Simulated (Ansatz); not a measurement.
Telling isomers of CH6AlBO apart by their spectra

These gas-phase data were calculated for one isomer of CH6AlBO at PBE0-D3(BJ)/def2-SVP (harmonic, unscaled wavenumbers; equilibrium rotational constants with average atomic masses):

* rotational constants: 16.76, 2.959, 2.614 GHz
* all wavenumbers above 1500 cm⁻¹: 3166, 3140, 3048, 2598, 2515, 1969
* dipole moment: 1.84 D (PBE0/def2-TZVPD)

Candidates:

(1) `B[O][AlH][CH3]`, a singlet
(2) `CB[O][AlH2]`, a singlet

Task: Which candidate do the data belong to?

Result: Candidate (1). 2 modes lie between 2350 and 2900 cm⁻¹, one for each B–H bond, while (2) has 1.

The same quantities for all candidates:

```
     rotational constants (GHz)         wavenumbers above 1500 cm⁻¹  dipole (D)  E above the lowest, PBE0-D3(BJ)/def2-SVP (kcal/mol)
(1)         16.76, 2.959, 2.614  3166, 3140, 3048, 2598, 2515, 1969        1.84                                                  2.5
(2)         25.59, 2.446, 2.348  3160, 3127, 3044, 2535, 1982, 1972        0.76                                                  0.0
```

Each candidate is one conformer. Programs: Ansatz 0.2.0.
